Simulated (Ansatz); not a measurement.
A short molecular-dynamics run on `[Cl][Al-]1([Cl])[O]C=CC=[O+]1`.

```yaml
crystal:
  periodic: [false, false, false]
  atoms:
    - {symbol: Cl, position_ang: [-1.229803, -2.160572, 2.161341]}
    - {symbol: Al, position_ang: [0.336251, -1.110379, 1.249011]}
    - {symbol: Cl, position_ang: [2.296041, -1.451649, 1.903659]}
    - {symbol: O, position_ang: [-0.021603, 0.666901, 1.273616]}
    - {symbol: C, position_ang: [-0.259324, 1.383035, 0.253182]}
    - {symbol: C, position_ang: [-0.277913, 0.936530, -1.061135]}
    - {symbol: C, position_ang: [-0.022320, -0.389979, -1.380803]}
    - {symbol: O, position_ang: [0.243015, -1.312308, -0.550411]}
    - {symbol: H, position_ang: [-0.462383, 2.437798, 0.456407]}
    - {symbol: H, position_ang: [-0.493032, 1.638271, -1.853799]}
    - {symbol: H, position_ang: [-0.043527, -0.694647, -2.430468]}
basis:
  gaussian: {orbitals: def2-SVP}
magnetization: {spin_polarized: true, initial_magnetization: 0}
hamiltonian: {xc: {name: r2SCAN}}
md: {timestep: 2 fs, n_steps: 30, ensemble: nvt_langevin, temperature: 700, initial_velocities: maxwell_boltzmann, friction: 0.01, seed: 599}
```

```sh
$ ansatz run in.yaml --threads 4 --pin off --events-out ev --progress --plain --max-ram 11315MiB
```

```json
{"step": "0", "time (fs)": "0.0", "potential energy (eV)": "-38881.2142", "kinetic (eV)": "0.9048", "T (K)": "636", "conserved (eV)": "–"}
{"step": "1", "time (fs)": "2.0", "potential energy (eV)": "-38880.9311", "kinetic (eV)": "0.7488", "T (K)": "527", "conserved (eV)": "–"}
{"step": "2", "time (fs)": "4.0", "potential energy (eV)": "-38880.7247", "kinetic (eV)": "0.4838", "T (K)": "340", "conserved (eV)": "–"}
{"step": "3", "time (fs)": "6.0", "potential energy (eV)": "-38880.7453", "kinetic (eV)": "0.4419", "T (K)": "311", "conserved (eV)": "–"}
{"step": "4", "time (fs)": "8.0", "potential energy (eV)": "-38880.5708", "kinetic (eV)": "0.3102", "T (K)": "218", "conserved (eV)": "–"}
{"step": "5", "time (fs)": "10.0", "potential energy (eV)": "-38880.8494", "kinetic (eV)": "0.4693", "T (K)": "330", "conserved (eV)": "–"}
{"step": "6", "time (fs)": "12.0", "potential energy (eV)": "-38880.7843", "kinetic (eV)": "0.4744", "T (K)": "334", "conserved (eV)": "–"}
{"step": "7", "time (fs)": "14.0", "potential energy (eV)": "-38880.8458", "kinetic (eV)": "0.5569", "T (K)": "392", "conserved (eV)": "–"}
{"step": "8", "time (fs)": "16.0", "potential energy (eV)": "-38880.9810", "kinetic (eV)": "0.7714", "T (K)": "543", "conserved (eV)": "–"}
{"step": "9", "time (fs)": "18.0", "potential energy (eV)": "-38880.7514", "kinetic (eV)": "0.7068", "T (K)": "497", "conserved (eV)": "–"}
{"step": "10", "time (fs)": "20.0", "potential energy (eV)": "-38880.8616", "kinetic (eV)": "0.7382", "T (K)": "519", "conserved (eV)": "–"}
{"step": "11", "time (fs)": "22.0", "potential energy (eV)": "-38880.6282", "kinetic (eV)": "0.5394", "T (K)": "379", "conserved (eV)": "–"}
{"step": "12", "time (fs)": "24.0", "potential energy (eV)": "-38880.5493", "kinetic (eV)": "0.4227", "T (K)": "297", "conserved (eV)": "–"}
{"step": "13", "time (fs)": "26.0", "potential energy (eV)": "-38880.5906", "kinetic (eV)": "0.3850", "T (K)": "271", "conserved (eV)": "–"}
{"step": "14", "time (fs)": "28.0", "potential energy (eV)": "-38880.5788", "kinetic (eV)": "0.4944", "T (K)": "348", "conserved (eV)": "–"}
{"step": "15", "time (fs)": "30.0", "potential energy (eV)": "-38880.7472", "kinetic (eV)": "0.5846", "T (K)": "411", "conserved (eV)": "–"}
{"step": "16", "time (fs)": "32.0", "potential energy (eV)": "-38880.7522", "kinetic (eV)": "0.6255", "T (K)": "440", "conserved (eV)": "–"}
{"step": "17", "time (fs)": "34.0", "potential energy (eV)": "-38880.8679", "kinetic (eV)": "0.7588", "T (K)": "534", "conserved (eV)": "–"}
{"step": "18", "time (fs)": "36.0", "potential energy (eV)": "-38880.8292", "kinetic (eV)": "0.6648", "T (K)": "468", "conserved (eV)": "–"}
{"step": "19", "time (fs)": "38.0", "potential energy (eV)": "-38880.7069", "kinetic (eV)": "0.5640", "T (K)": "397", "conserved (eV)": "–"}
{"step": "20", "time (fs)": "40.0", "potential energy (eV)": "-38880.6538", "kinetic (eV)": "0.5631", "T (K)": "396", "conserved (eV)": "–"}
{"step": "21", "time (fs)": "42.0", "potential energy (eV)": "-38880.6146", "kinetic (eV)": "0.6233", "T (K)": "438", "conserved (eV)": "–"}
{"step": "22", "time (fs)": "44.0", "potential energy (eV)": "-38880.6574", "kinetic (eV)": "0.6768", "T (K)": "476", "conserved (eV)": "–"}
{"step": "23", "time (fs)": "46.0", "potential energy (eV)": "-38880.6559", "kinetic (eV)": "0.6859", "T (K)": "482", "conserved (eV)": "–"}
{"step": "24", "time (fs)": "48.0", "potential energy (eV)": "-38880.7462", "kinetic (eV)": "0.6974", "T (K)": "490", "conserved (eV)": "–"}
{"step": "25", "time (fs)": "50.0", "potential energy (eV)": "-38880.7264", "kinetic (eV)": "0.6399", "T (K)": "450", "conserved (eV)": "–"}
{"step": "26", "time (fs)": "52.0", "potential energy (eV)": "-38880.7072", "kinetic (eV)": "0.6516", "T (K)": "458", "conserved (eV)": "–"}
{"step": "27", "time (fs)": "54.0", "potential energy (eV)": "-38880.7705", "kinetic (eV)": "0.6422", "T (K)": "452", "conserved (eV)": "–"}
{"step": "28", "time (fs)": "56.0", "potential energy (eV)": "-38880.7448", "kinetic (eV)": "0.6713", "T (K)": "472", "conserved (eV)": "–"}
{"step": "29", "time (fs)": "58.0", "potential energy (eV)": "-38880.7937", "kinetic (eV)": "0.7814", "T (K)": "550", "conserved (eV)": "–"}
{"step": "30", "time (fs)": "60.0", "potential energy (eV)": "-38880.7109", "kinetic (eV)": "0.6590", "T (K)": "463", "conserved (eV)": "–"}
```

Velocities are drawn at the set temperature; a run this short doesn't reach equilibrium.

Frames (Å, forces in eV/Å):

```xyz
11
time=0.0 fs
Cl   -1.230   -2.161    2.161   -0.158   -0.096    0.081
Al    0.336   -1.110    1.249    0.092   -0.311    0.351
Cl    2.296   -1.452    1.904    0.194   -0.025    0.055
O    -0.022    0.667    1.274    0.041   -0.052    0.373
C    -0.259    1.383    0.253   -0.057    0.288    0.018
C    -0.278    0.937   -1.061   -0.026    0.078   -0.088
C    -0.022   -0.390   -1.381   -0.011   -0.046   -0.290
O     0.243   -1.312   -0.550    0.082   -0.358    0.090
H    -0.462    2.438    0.456   -0.073    0.376    0.068
H    -0.493    1.638   -1.854   -0.077    0.251   -0.284
H    -0.044   -0.695   -2.430   -0.009   -0.104   -0.375
11
time=4.0 fs
Cl   -1.237   -2.173    2.148   -0.097   -0.008    0.063
Al    0.329   -1.105    1.247    0.002   -0.358    0.532
Cl    2.286   -1.462    1.908    0.151    0.029    0.066
O    -0.034    0.679    1.234    0.747   -2.155    3.706
C    -0.250    1.394    0.268   -0.250    3.044   -0.858
C    -0.251    0.911   -1.004   -1.394    2.108   -4.976
C     0.022   -0.379   -1.383    0.027   -1.147   -1.488
O     0.243   -1.286   -0.536    0.500   -1.396    0.078
H    -0.353    2.489    0.521   -0.262   -0.569   -0.601
H    -0.581    1.534   -1.920    0.745   -0.357    1.734
H     0.064   -0.725   -2.503   -0.169    0.808    1.743
11
time=8.0 fs
Cl   -1.248   -2.180    2.141   -0.017    0.063    0.020
Al    0.323   -1.097    1.248   -0.059   -0.465    0.635
Cl    2.279   -1.466    1.915    0.129    0.031    0.074
O    -0.024    0.675    1.224    0.509   -1.019    3.410
C    -0.244    1.439    0.279    0.474   -1.269   -1.782
C    -0.244    0.912   -0.998    0.012   -0.361   -0.736
C     0.067   -0.382   -1.399   -0.580    0.919    3.225
O     0.250   -1.275   -0.525    0.697   -1.682   -0.236
H    -0.278    2.475    0.497   -0.539    1.658    0.097
H    -0.576    1.471   -1.777   -0.668    2.515   -2.547
H     0.152   -0.681   -2.398    0.040   -0.389   -2.160
11
time=12.0 fs
Cl   -1.255   -2.182    2.137    0.009    0.071   -0.001
Al    0.318   -1.091    1.249    0.084   -0.611    1.126
Cl    2.280   -1.465    1.927   -0.009    0.041    0.020
O    -0.017    0.670    1.253   -0.203    1.537    0.541
C    -0.237    1.470    0.268    0.859   -1.054    0.455
C    -0.233    0.925   -1.018   -1.378    3.215   -3.067
C     0.099   -0.374   -1.386   -0.119   -0.355   -0.282
O     0.260   -1.285   -0.508    0.436   -0.623   -1.350
H    -0.264    2.592    0.473   -0.348   -1.239   -0.196
H    -0.571    1.654   -1.872    1.012   -1.296    1.403
H     0.259   -0.658   -2.489   -0.343    0.315    1.350
11
time=16.0 fs
Cl   -1.257   -2.184    2.136   -0.103   -0.002    0.044
Al    0.306   -1.091    1.254    0.346   -0.402    1.255
Cl    2.280   -1.463    1.941   -0.183    0.060   -0.053
O    -0.018    0.683    1.290   -0.385    2.179   -1.345
C    -0.219    1.478    0.258    0.227   -2.118    0.194
C    -0.240    0.969   -1.079    0.389   -0.342    2.190
C     0.128   -0.370   -1.367   -0.297    1.207    0.157
O     0.270   -1.294   -0.504    0.203   -0.065   -1.162
H    -0.328    2.580    0.437   -0.012   -0.742    0.145
H    -0.442    1.684   -1.835    0.006    0.592   -1.172
H     0.376   -0.599   -2.410   -0.190   -0.367   -0.253
11
time=20.0 fs
Cl   -1.254   -2.192    2.132   -0.328   -0.129    0.170
Al    0.291   -1.094    1.270    0.743    0.062    0.921
Cl    2.283   -1.459    1.959   -0.420    0.105   -0.132
O    -0.025    0.718    1.319   -0.186    0.976   -2.078
C    -0.202    1.460    0.244   -0.574   -2.161   -0.132
C    -0.238    1.007   -1.123    0.812   -0.677    1.875
C     0.143   -0.360   -1.347    0.278    1.426   -0.387
O     0.281   -1.312   -0.509   -0.200    0.653   -0.488
H    -0.417    2.496    0.429    0.089    1.030    0.341
H    -0.309    1.758   -1.956    0.051   -0.853    0.728
H     0.507   -0.579   -2.345   -0.265   -0.432   -0.818
11
time=24.0 fs
Cl   -1.254   -2.205    2.126   -0.509   -0.211    0.291
Al    0.281   -1.100    1.293    1.046    0.465    0.261
Cl    2.288   -1.456    1.973   -0.591    0.159   -0.160
O    -0.038    0.769    1.325    0.247   -1.095   -1.470
C    -0.192    1.423    0.229   -2.123    3.065    0.049
C    -0.230    1.028   -1.150    1.193   -1.388    1.389
C     0.157   -0.333   -1.341    1.351   -0.305   -2.417
O     0.283   -1.322   -0.519   -0.379    1.608   -0.189
H    -0.512    2.536    0.439    0.945   -1.542   -0.422
H    -0.230    1.742   -2.045   -0.144   -0.919    1.552
H     0.578   -0.586   -2.391   -1.035    0.161    1.116
11
time=28.0 fs
Cl   -1.257   -2.221    2.119   -0.495   -0.186    0.313
Al    0.283   -1.104    1.313    0.903    0.757   -0.405
Cl    2.288   -1.451    1.983   -0.546    0.166   -0.115
O    -0.051    0.806    1.317    0.439   -2.289   -0.409
C    -0.208    1.413    0.217   -1.241    1.120   -1.157
C    -0.208    1.026   -1.153    1.200   -3.577    3.830
C     0.186   -0.308   -1.352   -0.028   -0.726    0.561
O     0.276   -1.315   -0.530   -0.180    1.786    0.325
H    -0.491    2.428    0.362   -0.037    1.755    0.279
H    -0.197    1.665   -1.972   -0.214    1.624   -1.380
H     0.522   -0.583   -2.316    0.199   -0.429   -1.843
11
time=32.0 fs
Cl   -1.263   -2.241    2.115   -0.226    0.003    0.191
Al    0.295   -1.103    1.327    0.355    0.809   -0.777
Cl    2.284   -1.441    1.990   -0.340    0.136   -0.029
O    -0.058    0.820    1.298    0.128   -1.716   -0.375
C    -0.237    1.427    0.196   -0.649    2.514    0.560
C    -0.164    0.986   -1.120    0.193    2.279   -1.379
C     0.220   -0.289   -1.362    0.504   -3.718   -1.669
O     0.271   -1.295   -0.538    0.204    1.429    0.466
H    -0.471    2.530    0.298    0.181   -0.700    0.158
H    -0.197    1.744   -2.027   -0.061   -1.500    2.095
H     0.485   -0.612   -2.418   -0.288    0.464    0.761
11
time=36.0 fs
Cl   -1.279   -2.257    2.117    0.126    0.216    0.006
Al    0.304   -1.103    1.335   -0.307    0.999   -0.881
Cl    2.277   -1.429    2.001   -0.140    0.079    0.023
O    -0.068    0.823    1.284   -0.388   -0.908   -0.917
C    -0.286    1.463    0.175    1.176    0.487    2.109
C    -0.114    0.968   -1.104   -0.059    0.194    1.392
C     0.265   -0.308   -1.391   -0.983   -1.548    0.570
O     0.263   -1.268   -0.540    0.698    0.073    0.508
H    -0.411    2.577    0.312   -0.358   -0.807   -0.132
H    -0.206    1.662   -1.862   -0.174    1.585   -2.019
H     0.415   -0.569   -2.430    0.410   -0.370   -0.661
11
time=40.0 fs
Cl   -1.294   -2.271    2.120    0.385    0.381   -0.133
Al    0.305   -1.099    1.341   -0.713    1.098   -0.887
Cl    2.268   -1.418    2.015   -0.053    0.049    0.035
O    -0.083    0.819    1.266   -0.506   -0.862   -0.327
C    -0.311    1.500    0.177    2.418   -3.743    1.086
C    -0.055    0.970   -1.090   -0.670    2.408   -1.989
C     0.298   -0.343   -1.419   -1.775    1.175    0.455
O     0.257   -1.246   -0.542    0.907   -1.388    0.926
H    -0.404    2.525    0.353   -0.888    2.228    0.034
H    -0.222    1.730   -1.920    0.439   -1.045    0.720
H     0.373   -0.599   -2.490    0.456   -0.302    0.081
11
time=44.0 fs
Cl   -1.310   -2.290    2.117    0.659    0.612   -0.270
Al    0.301   -1.083    1.339   -0.871    0.582   -0.768
Cl    2.259   -1.417    2.031   -0.127    0.082   -0.006
O    -0.099    0.792    1.249   -0.411   -0.545    0.322
C    -0.304    1.507    0.198    1.464   -0.067   -0.211
C     0.000    0.998   -1.095   -0.537    0.771   -1.698
C     0.313   -0.369   -1.447   -1.687    2.510    0.792
O     0.255   -1.241   -0.544    0.852   -1.579    0.724
H    -0.535    2.647    0.379    0.073   -2.013   -0.456
H    -0.180    1.689   -1.959    0.361   -0.392    0.666
H     0.405   -0.656   -2.537    0.224    0.039    0.905
11
time=48.0 fs
Cl   -1.328   -2.310    2.116    0.862    0.817   -0.366
Al    0.289   -1.065    1.334   -0.884   -0.162   -0.668
Cl    2.244   -1.421    2.046   -0.210    0.130   -0.037
O    -0.119    0.761    1.245   -0.369    0.448   -0.181
C    -0.284    1.519    0.210    1.509   -3.448   -2.123
C     0.051    1.024   -1.134   -0.409   -0.946    1.774
C     0.317   -0.358   -1.458   -1.076    1.701    2.717
O     0.254   -1.253   -0.544    0.669   -0.385    0.093
H    -0.671    2.520    0.340   -0.152    0.655    0.257
H    -0.107    1.638   -1.977   -0.037    1.244   -0.997
H     0.476   -0.693   -2.481    0.097   -0.054   -0.469
11
time=52.0 fs
Cl   -1.342   -2.333    2.113    1.032    1.012   -0.465
Al    0.275   -1.043    1.326   -0.811   -1.037   -0.333
Cl    2.229   -1.425    2.059   -0.328    0.191   -0.098
O    -0.145    0.737    1.240   -0.168    1.115   -0.837
C    -0.247    1.501    0.192   -0.329   -1.599   -1.689
C     0.091    1.040   -1.154   -0.672    1.222   -0.301
C     0.322   -0.331   -1.431   -0.214   -0.008    1.143
O     0.256   -1.258   -0.547    0.442    0.204    0.506
H    -0.794    2.487    0.287    0.858   -0.606    0.278
H    -0.040    1.713   -2.102    0.336   -0.912    2.035
H     0.533   -0.723   -2.439   -0.145    0.420   -0.240
11
time=56.0 fs
Cl   -1.352   -2.346    2.100    1.096    1.100   -0.514
Al    0.261   -1.026    1.316   -0.658   -1.549    0.111
Cl    2.218   -1.427    2.065   -0.465    0.238   -0.175
O    -0.167    0.725    1.220    0.086    0.920   -1.078
C    -0.213    1.462    0.144   -1.303   -0.266   -0.050
C     0.124    1.065   -1.163    0.381   -2.629    3.204
C     0.335   -0.311   -1.389    0.077   -0.462   -1.142
O     0.257   -1.257   -0.550    0.349    0.079    1.113
H    -0.802    2.407    0.235    0.768   -0.038    0.340
H     0.063    1.658   -1.995   -0.178    2.048   -2.074
H     0.514   -0.697   -2.427   -0.154    0.559    0.266
11
time=60.0 fs
Cl   -1.364   -2.351    2.077    1.030    1.067   -0.468
Al    0.237   -1.021    1.306   -0.341   -1.794    0.400
Cl    2.207   -1.425    2.070   -0.668    0.290   -0.250
O    -0.184    0.718    1.187    0.058    0.030   -0.311
C    -0.209    1.416    0.102   -1.090    0.887    2.209
C     0.167    1.071   -1.142    0.754    0.053   -2.203
C     0.358   -0.290   -1.359   -0.205   -0.835   -1.174
O     0.250   -1.259   -0.548    0.389    0.285    0.985
H    -0.716    2.352    0.222   -0.194    1.300    0.304
H     0.142    1.808   -2.020    0.023   -1.141    1.381
H     0.474   -0.620   -2.383    0.244   -0.141   -0.873
```

It took 3.6 min on 4 threads of an Arm Neoverse V2 on a shared host, with 0.34 GiB of host memory at the peak.
